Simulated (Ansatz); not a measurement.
`C[CH2][Al]([CH3])[F]` and `[CH3][Al]([F])[GeH3]` differ in one atom or group.

Ansatz, PBE0-D4/def2-TZVP geometries, multiplicity 1. Each molecule was computed in one conformer, which needn't be the lowest.

Scalar relativity is left out up to krypton.

| property | `C[CH2][Al]([CH3])[F]` |
| --- | --- |
| LUMO energy (ωB97M-V/def2-TZVPP) / eV | 1.23 |
| LUMO energy (PBE0/def2-TZVPP) / eV | -0.29 |
| HOMO energy (PBE/def2-TZVPP) / eV | -6.25 |
| HOMO–LUMO gap (PBE0/def2-TZVPP) / eV | 7.23 |
| HOMO energy (PBE0/def2-TZVPP) / eV | -7.52 |
| HOMO energy (B3LYP/def2-TZVPP) / eV | -7.32 |

**Question.** Give the same properties after the change, and the shifts. (Best estimate.)

**Answer.** The calculation gave: 
| property | `[CH3][Al]([F])[GeH3]` | shift |
| --- | --- | --- |
| LUMO energy (ωB97M-V/def2-TZVPP) / eV | 0.30 | -0.93 |
| LUMO energy (PBE0/def2-TZVPP) / eV | -1.35 | -1.06 |
| HOMO energy (PBE/def2-TZVPP) / eV | -6.45 | -0.20 |
| HOMO–LUMO gap (PBE0/def2-TZVPP) / eV | 6.22 | -1.01 |
| HOMO energy (PBE0/def2-TZVPP) / eV | -7.57 | -0.05 |
| HOMO energy (B3LYP/def2-TZVPP) / eV | -7.38 | -0.06 |

With PBE0 the HOMO falls by 0.05 eV and the LUMO falls by 1.06 eV, so the gap narrows by about 1.01 eV. PBE moves the HOMO by -0.20 eV and ωB97M-V by 0.14 eV.

B3LYP here is the variant with VWN-RPA as its local correlation; programs differ in this.
